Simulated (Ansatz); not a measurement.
The same hydrogenolysis along the group C, Si, Ge.

Calculated with Ansatz (gas phase, PBE0-D4/def2-TZVP geometries, no zero-point term in ΔE). CBS: MP2 limit from def2 TZ/QZ plus the TZ coupled-cluster correction, frozen cores. This one scheme is used for every species. DFT in def2-TZVPP. B3LYP here is the variant with VWN-RPA as its local correlation; programs differ in this. For Ge outer-core shells are correlated without core-valence functions, which leaves a few kJ/mol of doubt a bond. Scalar relativity is left out up to krypton.

```json
{"reaction": "`BBC` + H₂ → `BB` + CH₄", "CCSD(T)/CBS(def2) (eV)": "-0.24"}
{"reaction": "`BB[SiH3]` + H₂ → `BB` + SiH₄", "CCSD(T)/CBS(def2) (eV)": "-0.24"}
{"reaction": "`B[BH][GeH3]` + H₂ → `BB` + GeH₄", "CCSD(T)/CBS(def2) (eV)": "?"}
```

(1) Fill in the missing values. (Best estimate.)

Largest T1 diagnostic: 0.015, for `BB[SiH3]`.

## Answers

(1) Computed: `B[BH][GeH3]` + H₂ → `BB` + GeH₄: -0.11 eV.
